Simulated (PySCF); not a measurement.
UHF on Zr⁺ (zirconium, charge +1)

Configuration: [Kr] 4d2 5s1, high-spin 4F determinant. Calculation: PySCF 2.14, in aug-cc-pVDZ-PP with ECP28MDF (5s5p4d2f, 54 functions); a scalar-relativistic core potential.

- Total energy: -46.110366 hartree
- One-electron energy: -74.7233 hartree
- Hartree (Coulomb) energy: 33.8400 hartree
- Exchange energy: -5.2270 hartree
- ⟨S²⟩: 3.7538
- ⟨L²⟩: 12.038
- Sum of ⟨r⟩: 18.64 bohr
- Sum of ⟨r²⟩: 41.59 bohr²

```
shell  electrons  mean orbital energy (hartree)  rms radius, mean of both spins (bohr)
 4s α          1                       -2.78838                                   1.31
 4s β          1                       -2.69746                                   1.31
 4p α          3                       -1.79453                                   1.48
 4p β          3                       -1.67861                                   1.48
 4d α          2                       -0.56825                                   2.29
 5s α          1                       -0.45569                                   3.82
```

Energies and moments cover only the electrons outside the core potential.
